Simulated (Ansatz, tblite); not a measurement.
Cost and result up the ladder for `FC(F)(F)Oc1ccc(Oc2ccc(Oc3ccc(C(F)(F)F)cc3)cc2)cc1` (41 atoms). Charge 0, multiplicity 1. Geometry: PBE-D4/def2-SVP.

Ansatz on 2 threads of AMD EPYC 7R13 on a shared host and a share (18 GiB) of an NVIDIA H100 80GB HBM3; xTB runs through tblite on one thread. Times are rough, summed over both states, and most runs start from the orbitals of an earlier one. PBE0-D4/def2-TZVP serves as the yardstick here, not as an exact answer. The other state is a triplet.

The xTB rows come from tblite. Single mean-field runs in def2-TZVP are fitted with def2-universal-jkfit.

xTB has no spin-polarisation term.

```tsv
level	functions	wall time	vertical triplet (eV)	difference from PBE0-D4/def2-TZVP (eV)
GFN2-xTB	128	0.22 s	3.59	-0.19
GFN1-xTB	140	0.25 s	3.65	-0.12
PBE-D4/def2-TZVP (with forces)	971	32 s	3.36	-0.41
PBE0-D4/def2-TZVP (with forces)	971	36 s	3.77	0.00
```
